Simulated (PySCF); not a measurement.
## Excitation energy of Rh²⁺ by level of theory

Rh²⁺ [Kr] 4d7 (4F) → Rh²⁺ [Kr] 4d6 5p1 (high-spin determinant), as a difference of total energies. All numbers are calculated (PySCF 2.14, a scalar-relativistic core potential, in def2-QZVPPD with the def2 core potential (28 electrons)). Correlated levels: valence: 4s2 4p6 frozen; valence and next inner shell: nothing frozen outside the core potential. The calculations carry no spin-orbit coupling.

| method | excitation energy (eV) |
| --- | --- |
| UHF | 10.944 |
| LDA | 11.319 |
| PBE0 | 11.491 |
| r2SCAN | 11.267 |
| MN15 | 11.569 |
| LC-wPBE | 11.697 |
| HSE06 | 11.460 |
| MP2 (valence) | 11.799 |
| SCS-MP2 (valence) | 12.242 |
| MP2 (valence and next inner shell) | 11.417 |
| SCS-MP2 (valence and next inner shell) | 11.675 |

Question: Estimate what PBE gives.

Answer: 11.352 eV, closest to LDA among the rows shown.

Question: Estimate what wB97X gives.

Answer: 12.113 eV, closest to SCS-MP2 (valence) among the rows shown.

The determinant of the upper state mixes LS terms, which raises its energy above the lowest term, most at the Hartree-Fock and MP2 levels.
